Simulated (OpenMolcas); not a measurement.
Ta3+ (d2) in a complex was computed by SS-CASPT2, IPEA 0.25 Eh, imaginary shift 0.1 Eh with the d shell active (OpenMolcas, ANO-RCC-VTZP on the metal). Its lowest spin-free states, and all those of the highest spin:

```
2S+1  Degeneracy  E (cm-1)
   3           3         0
   1           3      6980
   1           2      7250
   1           1     16430
   3           3     32470
   3           3     38350
   1           3     39610
   1           3     42030
   3           1     66480
   1           2     73060
   1           1     80730
```

Q: Is the site octahedral, tetrahedral or cube-like, axial, or of lower symmetry?

A: The states with 2S+1 = 3 have orbital degeneracies 3, 3, 3, 1. Threefold states need a cubic site. For d2 at this spin an octahedron puts the threefold T1 below the threefold T2 and a tetrahedron or cube puts the single A2 below the threefold T2, so the site is octahedral. The run had Ta3+ with 6 ligands (water) in octahedral coordination (Th) at 2.08 Å. Ligand basis ANO-RCC-VDZP.

Roots that are degenerate in the reference are averaged as groups; the widest CASPT2 spread within a group is 290 cm-1 (the 3-fold group of multiplicity 1 near 39600 cm-1 above the lowest state of its run). Shifts and gaps below about the spread of the groups concerned are not significant. Over all roots computed the reference weight is 0.69 to 0.71; a low but even weight reflects the number of correlated electrons. An orbital triplet at a regular site is open to Jahn-Teller coupling, which can distort the site and quench the lowest spin-orbit gaps and is left out. The least metal-like active orbital is 75 % on the metal (Löwdin) and no ligand orbital is active, so the numbers are rough. Ligand-to-metal charge-transfer states are missing. With no ligand orbital active B as a rule stays too high, so bands that hang on it stand too high and its fall with covalency is understated. With one d shell and no ligand orbital active, 10Dq can be off by a tenth or more. No measured value stands beside these numbers; the geometry is a model, was not optimised and need not be the one that this ion takes.
